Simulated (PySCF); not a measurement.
# Spinor energies of Ni (nickel, neutral)

Start: [Ar] 3d8 4s2; 3d3/2 filled at m_j = -3/2, -1/2, +1/2, +3/2; 3d5/2 filled at m_j = -1/2, +1/2, +3/2, +5/2. Calculated with PySCF 2.14 in x2c-SVPall-2c with one added diffuse shell each of s, d type (6s5p4d1f, 48 functions): generalised Hartree-Fock with the X2C-1e Hamiltonian and a Gaussian nucleus; one run each with spin-orbit coupling (SO) switched off, then screened by Boettger's factors.

```tsv
spinor shell	electrons	ε, spin-free (eV)	ε, screened SO (eV)	weight of nominal j (screened SO)	rms radius, screened SO (bohr)
1s1/2	2	-8400.2	-8400.1	1.000	0.0625
2s1/2	2	-1050.7	-1050.7	1.000	0.265
2p1/2	2	-900.32	-912.74	0.999	0.236
3s1/2	2	-136.22	-136.21	1.000	0.796
3p1/2	2	-89.973	-93.804	0.805	0.846
3p3/2	4	-89.973	-88.055	0.903	0.852
3d3/2	4	-18.903	-18.845	0.687	1.11
3d5/2	4	-18.903	-18.969	0.732	1.11
4s1/2	2	-7.651	-7.650	1.000	3.27
```

**Question.** Where does 2p3/2 lie, and what is the 2p spin-orbit splitting (screened SO)?

**Answer.** At -894.19 eV, 18.551 eV above 2p1/2.

```csv
quantity,spin-free,screened SO
E (hartree),-1518.84160,-1518.87126
M_J,4,4
⟨J²⟩,20.010,20.010
⟨L²⟩,12.005,12.011
⟨S²⟩,2.005,2.005
```

Each row is a mean over spinors that exchange with the open shell spreads, by up to 10.679 eV (3p3/2).

Rows whose weight is well below 1 are mixtures of j = l ± 1/2: exchange outweighs spin-orbit coupling there, and the label is only the starting occupation.

Without spin-orbit coupling the j labels of p, d and f shells carry no meaning; the spin-free column gives the mean over the occupied spinors of each nl shell.
